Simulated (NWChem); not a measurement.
Molecule: TiHCl₃; SMILES [Cl][TiH]([Cl])[Cl]

```xyz
5

Ti     0.0000     0.0000    -0.3130
Cl     0.6233    -2.0125     0.1404
Cl     1.4312     1.5460     0.1404
Cl    -2.0545     0.4665     0.1404
H      0.0000     0.0000    -1.9636
```
Atoms are numbered in this order, from 1.

Computed with NWChem. Structure relaxed at the PBE0/def2-SVP level. GIAO values for the isolated, static molecule; σ is the absolute isotropic shielding, δ = σ(reference) − σ with the isolated reference molecule computed at the same levels (1H: tetramethylsilane).

Task: What does the run give for PBE/pcSseg-1? Quantities: σ Ti1 (ppm); σ Cl2 (ppm); δ H5 (ppm).

Result: The σ Ti1 (ppm) comes out as -1339.2. The σ Cl2 (ppm) is -35.7 and the δ H5 (ppm) is 6.41.
